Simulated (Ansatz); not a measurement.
Abridged output of a molecular run in Ansatz:

```
Functional definition: HF
1210 factors; integrals over basis functions are off by at most 1.2e-3 eV
mean field evaluation 1: about -18673.4979 eV, gradient 3.3e1 eV
mean field evaluation 2: about -18673.5031 eV, gradient 3.3e1 eV
mean field evaluation 4: about -18676.7123 eV, gradient 4.1e0 eV
mean field evaluation 8: about -18676.7696 eV, gradient 2.4e-4 eV
mean field -18676.76956073 eV, -686.3586217879 hartree, gradient 1.3e-6 eV, S^2 0.000000; 0 other end points of the search recorded, 0 dependent functions left out
13 core orbitals not correlated: weight in the atoms' cores, before any rotation towards them, 1.000 or more for the frozen orbitals, at most 0.000 for the correlated occupied ones
reference -18676.76956073 eV, -686.3586217879 hartree; 15, 15 occupied and 95, 95 virtual orbitals, 1210 factors
second order -17.52906000 eV of doubles, -0.00000000 eV of singles
cycle   1  -18.64687215 eV  change    -1.1e0 eV  update   1.0e-1
cycle   2  -19.22934751 eV  change   -5.8e-1 eV  update   3.1e-2
cycle   3  -19.33421994 eV  change   -1.0e-1 eV  update   1.4e-2
cycle   4  -19.33064963 eV  change    3.6e-3 eV  update   3.7e-3
cycle   5  -19.32986684 eV  change    7.8e-4 eV  update   1.5e-3
cycle   6  -19.32990943 eV  change   -4.3e-5 eV  update   4.9e-4
cycle   7  -19.32963328 eV  change    2.8e-4 eV  update   2.1e-4
cycle   8  -19.32959208 eV  change    4.1e-5 eV  update   9.1e-5
cycle   9  -19.32962695 eV  change   -3.5e-5 eV  update   3.8e-5
cycle  10  -19.32962056 eV  change    6.4e-6 eV  update   1.5e-5
perturbative correction -0.53356782 eV, -0.0196082557 hartree
Total energy: -18696.63274912 eV, -687.0885804972 hartree
```

Its atoms:

Z-matrix (Å, degrees):
```
C
C 1 1.527
H 1 1.099 2 111.6
H 1 1.095 2 111.3 3 119.4
H 1 1.094 2 111.5 3 -119.8
O 2 1.442 1 111.3 3 -63.9
Al 2 1.981 1 112.8 3 176.6
Si 2 1.893 1 111.2 3 56.1
H 6 0.965 2 108.7 1 60.8
H 7 1.590 2 116.8 1 -57.7
H 7 1.583 2 121.6 1 123.2
H 8 1.492 2 110.3 1 169.5
H 8 1.489 2 112.5 1 48.6
H 8 1.494 2 108.2 1 -72.2
```

**Question.** Which basis set was used?
A. cc-pV(Q+d)Z
B. def2-QZVPP
C. def2-SVP
D. cc-pV(T+d)Z

**Answer.** C. It gives 123 functions.

**Question.** Write the keys of the input that set method, charge and spin (a neutral closed shell needs none for the last two).

**Answer.** 
```yaml
correlation: {method: ccsd_t}
```
